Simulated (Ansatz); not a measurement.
Consider the ligand exchange at the Si–I bond: `N[SiH2]I` + H–F → `N[SiH2]F` + HI.

Calculated with Ansatz (gas phase, PBE0-D4/def2-TZVP geometries, no zero-point term in ΔE). CBS: MP2 limit from def2 TZ/QZ plus the TZ coupled-cluster correction, frozen cores. This one scheme is used for every species. def2 core potentials past Kr. For I outer-core shells are correlated without core-valence functions, which leaves a few kJ/mol of doubt a bond. Each species was taken in one conformer, which may not be the lowest.

```
   species  CCSD(T)/CBS(def2) energy (Eh)
`N[SiH2]I`                     -643.69654
       H–F                     -100.39570
`N[SiH2]F`                     -446.07709
        HI                     -298.03592
```

Task: Work out ΔE.

Result: ΔE = (-446.07709) + (-298.03592) − (-643.69654) − (-100.39570) = -0.02077 Eh = -54.5 kJ/mol.

Task: What do rigid-rotor, harmonic-oscillator terms from PBE0-D4/def2-TZVP frequencies (298.15 K, 1 bar) make of the CCSD(T)/CBS value? (An estimate is asked.)

Result: Ansatz gave: ΔZPE = -5.7 kJ/mol, ΔH = -61.5 kJ/mol, ΔS = 0 J/(mol·K), ΔG = -61.5 kJ/mol.

Largest T1 diagnostic among the species: 0.011.

In def2-TZVPP, CCSD(T) changes the Hartree–Fock value by +13.6 kJ/mol (the triples alone add +3.3 kJ/mol) and MP2 by +22.8 kJ/mol. The D4 term adds +7.8 kJ/mol with B3LYP and +4.2 kJ/mol with PBE0; it sums over pairs of atoms, weighted by their polarisabilities, and B3LYP, whose exchange is more repulsive, gets the larger term.

B3LYP here is the variant with VWN-RPA as its local correlation; programs differ in this.
